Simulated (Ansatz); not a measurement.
Reaction (substitution at a C–O bond): `C=NC(=N)OC` + `N=C1O[SiH]1O` → `CO[SiH]1OC1=N` + `C=NC(=N)O`

Program: Ansatz. Geometries: PBE0-D4/def2-TZVP. ΔE: electronic, gas phase. CBS: MP2 limit from def2 TZ/QZ plus the TZ coupled-cluster correction, frozen cores. DFT in def2-TZVPP. B3LYP here is the variant with VWN-RPA as its local correlation; programs differ in this. Each species was taken in one conformer, which may not be the lowest.

| level | ΔE (kJ/mol) | difference from CCSD(T)/CBS |
| --- | --- | --- |
| PBE-D4 | 7.5 | -1.8 |
| r2SCAN-D4 | 8.6 | -0.7 |
| PBE0-D4 | 7.4 | -1.9 |
| B3LYP-D4 | 6.6 | -2.7 |
| ωB97X-V | 7.6 | -1.7 |
| ωB97M-V | 8.1 | -1.2 |
| B2PLYP | 8.4 | -0.9 |
| PBE | 7.5 | -1.8 |
| r2SCAN | 8.5 | -0.8 |
| PBE0 | 7.5 | -1.8 |
| B3LYP | 6.7 | -2.6 |
| HF/def2-TZVPP | 4.5 | -4.8 |
| MP2/def2-TZVPP | 11.1 | 1.8 |
| SCS-MP2/def2-TZVPP | 9.4 | 0.1 |
| CCSD/def2-TZVPP | 8.4 | -0.9 |
| CCSD(T)/def2-TZVPP | 9.3 | 0.0 |
| HF/def2-QZVPP | 4.5 | -4.8 |
| MP2/def2-QZVPP | 11.1 | 1.8 |
| SCS-MP2/def2-QZVPP | 9.4 | 0.1 |
| HF/CBS(def2) | 4.5 | -4.8 |
| MP2/CBS(def2) | 11.1 | 1.8 |
| CCSD/CBS(def2) | 8.4 | -0.9 |
| CCSD(T)/CBS | 9.3 | 0 |

Largest T1 diagnostic among the species: 0.016.

In def2-TZVPP, CCSD(T) changes the Hartree–Fock value by +4.8 kJ/mol (the triples alone add +0.9 kJ/mol) and MP2 by +6.6 kJ/mol.
